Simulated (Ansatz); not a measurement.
Basis sets compared for [InFH3]- (InH3F⁻). The state is a singlet with charge -1. Geometry B3LYP-D4/def2-TZVPD. Ansatz on 4 threads of Arm Neoverse V2 on a shared host; times are rough, and most runs start from earlier orbitals.

```xyz
5

In   -0.132   -0.044    0.037
F     1.766    0.590   -0.496
H    -0.195    0.160    1.804
H    -0.206   -1.741   -0.494
H    -1.233    1.036   -0.851
```

In the def2 sets In takes a core potential; there is no spin–orbit coupling.

| level | functions | energy (Eh) | HOMO (eV) | LUMO (eV) | wall time |
| --- | --- | --- | --- | --- | --- |
| PBE-D4/def2-SVPD | 79 | -291.6594 | -1.37 | 3.49 | 0.45 s |
| PBE0-D4/def2-SVPD | 79 | -291.6602 | -2.62 | 3.92 | 0.45 s |

Question: Estimate the rows for PBE-D4/def2-TZVPD, PBE0-D4/def2-TZVPD.

Answer: 
```
             level  functions  energy (Eh)  HOMO (eV)  LUMO (eV)  wall time
 PBE-D4/def2-TZVPD        123    -291.7851      -1.38       3.23      0.6 s
PBE0-D4/def2-TZVPD        123    -291.7847      -2.62       3.63      0.9 s
```
